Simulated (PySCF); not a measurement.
**Ionising HgSb**

UHF-MP2; basis Hg def2-SVP with ECP60, Sb def2-SVP with ECP28; scalar-relativistic core potentials; PySCF 2.14. Neutral (UHF): quartet (σ ↑, π ↑↑), Re = 4.142 Å, ωe = 19.3 cm⁻¹, De = 0.04 eV.

HgSb⁺ (ROHF): triplet (π ↑↑), Re = 2.791 Å, ωe = 133 cm⁻¹, De = 1.34 eV to Hg + Sb⁺. The energies at the minima are -392.26281 hartree for HgSb and -391.98253 for HgSb⁺.

Problem. Work out the adiabatic ionisation energy, without and with harmonic zero-point energies (1 hartree = 27.2114 eV, 1 eV = 8065.5 cm⁻¹), and the change of the bond length.

Solution. At MP2: 0.28028 hartree = 7.627 eV between the minima; the zero-point term (133.0 − 19.3)/2 cm⁻¹ = +0.007 eV makes it 7.634 eV. Re changes by -135.1 pm against the neutral. The electron leaves a σ orbital, and the shorter bond of the ion fits an antibonding orbital, or a change in how ionic the bond is.

Correlated steps freeze 4 core orbitals. UHF and ROHF references stand side by side, which adds small steps between rows. Weak bonds: HgSb. Basis-set superposition, not corrected here, can be much of De in a small basis, most of all at correlated wavefunction levels. These are scalar-relativistic numbers at best; spin–orbit coupling would shift them, the dissociation energy most. For an ion De counts to the pair picked by the measured ionisation energies or electron affinities, which need not be the lowest pair at this level. States were picked by a PBE0 search and need not be the measured ground states.

Neutral and ion stand on different kinds of reference determinant, which adds to the error of the difference.
